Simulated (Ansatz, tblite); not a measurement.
Spin states of the cluster Cs3F2 (the lowest doublet isomer of a short search), each relaxed with PBE-D4/def2-TZVP in Ansatz. Electronic energies in the gas phase.

In the def2 sets Cs takes a core potential; there is no spin–orbit coupling. The xTB rows come from tblite. HSE06 is defined as in plane-wave codes, on full-range PBE exchange. Correlated methods freeze 2 core orbitals; core or outer-core shells of Cs are correlated, in sets that lack core-valence functions. The rows differ in basis, and correlated rows in double-zeta sets carry the largest basis error. The structure comes from a short search, and lower isomers may exist.

Doublet geometry:

```xyz
5

Cs   -0.390    1.165    1.925
Cs   -1.307   -0.364   -1.849
Cs    3.182   -1.501   -0.143
F    -2.252    1.094    0.098
F     0.767   -0.394   -0.031
```

Quartet geometry:

```xyz
5

Cs    1.917   -0.032   -2.120
Cs   -0.744   -1.001    2.568
Cs   -2.230    1.946   -0.859
F     1.274   -1.053    0.506
F    -0.217    0.141   -0.094
```

⟨S²⟩: doublet 0.75 at PBE0-D4/def2-TZVP (pure 0.75), quartet 3.76 at PBE0-D4/def2-TZVP (pure 3.75).

Only these spin states were relaxed.

```
               level  quartet − doublet (kcal/mol)  lowest of these
            GFN1-xTB                          75.5          doublet
        HF/def2-TZVP                         103.0          doublet
r2SCANh-D4/def2-TZVP                         116.1          doublet
   ωB97M-V/def2-TZVP                         127.3          doublet
   RPA@PBE/def2-TZVP                         104.3          doublet
       CCSD/def2-SVP                         115.8          doublet
```

Question: Estimate the rows for GFN2-xTB, HF/def2-SVP, PBE-D4/def2-TZVP, PBE0-D4/def2-TZVP, HSE06-D4/def2-TZVP, MP2/def2-SVP.

Answer: 
```csv
level,quartet − doublet (kcal/mol),lowest of these
GFN2-xTB,107.9,doublet
HF/def2-SVP,98.8,doublet
PBE-D4/def2-TZVP,111.5,doublet
PBE0-D4/def2-TZVP,116.7,doublet
HSE06-D4/def2-TZVP,116.3,doublet
MP2/def2-SVP,129.2,doublet
```

The xTB methods have no spin-polarisation term.
